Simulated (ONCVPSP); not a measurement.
## tin: excitation energies, all-electron against ONCV

```json
{
 "Element": "tin",
 "Generator": "ONCVPSP 4.0.1",
 "Type": "optimised norm-conserving Vanderbilt (ONCV)",
 "Functional": "PBE",
 "Relativity": "scalar-relativistic",
 "Frozen core": "[Kr] 4d10",
 "Valence charge": "4",
 "Reference configuration": "5s2 5p1 (charge +1)",
 "Partial waves": "5s: rc 2.15 bohr, ncon 3, nbas 6, qcut 3.6 1/bohr, 2 projectors, debl 3.5 Ha; 5p: rc 2.65 bohr, ncon 4, nbas 7, qcut 3.7 1/bohr, 2 projectors, debl 3.3 Ha; d scattering state at 0.04 Ha: rc 2.55 bohr, ncon 3, nbas 7, qcut 4.3 1/bohr, 2 projectors, debl 1.2 Ha",
 "Local potential": "polynomial inside 1.95 bohr (lpopt 1, dvloc0 2 Ha)",
 "Core correction": "Teter function, fcfact 2.25, rcfact 1.35"
}
```

Energies are relative to the spin-unpolarised reference configuration 5s2 5p1; without spin polarisation the order of configurations can differ from experiment.

| valence configuration | charge | ΔE all-electron (eV) | error AE − PS (meV) |
| --- | --- | --- | --- |
| 5s2 5p0 | +2 | 13.953 | -15 |
| 5s1 5p3 | 0 | 0.104 | +12 |

Task: What are ΔE and the potential's error for 5s1 5p0?

Result: ΔE = 44.925 eV all-electron; the error (AE − PS) is -101 meV.

Task: What are ΔE and the potential's error for 5s2 5p2?

Result: ΔE = -6.875 eV all-electron; the error (AE − PS) is -2.4 meV.

Note: no bound ghost flagged; GHOST(+) flagged for s at 122.6 eV.
